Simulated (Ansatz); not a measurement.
`C[NH][Ga]([NH2])[Cl]`. Charge 0, multiplicity 1. Correlated methods include outer-core shells of Ga, which these sets cover unevenly. Scalar relativity is left out up to krypton.

Cartesian coordinates in Å:
```
C 1.1303 1.1650 0.6537
N 0.0007 0.3555 1.0425
Ga -0.9537 -0.7621 -0.0006
N -0.6897 -1.0137 -1.7735
Cl -2.6033 -1.7794 0.9176
H 2.0488 0.8875 1.1855
H 1.3312 1.0466 -0.4137
H 0.9533 2.2335 0.8252
H -0.2562 0.4402 2.0118
H -1.1497 -1.7799 -2.2360
H 0.1884 -0.7931 -2.2124
```

(1) Give the diagnostics of a CCSD(T)/def2-TZVPP run (frozen core, Ansatz 0.2.0). (An estimate is asked.)

Results:

(1) Computed: T1 = 0.0118, largest single amplitude 0.024, largest double 0.024, (T) share of the correlation energy 3.9 %, 9 CCSD cycles. The RHF solution is stable towards an unrestricted one. T1 lies under the customary mark of 0.02 for closed shells.
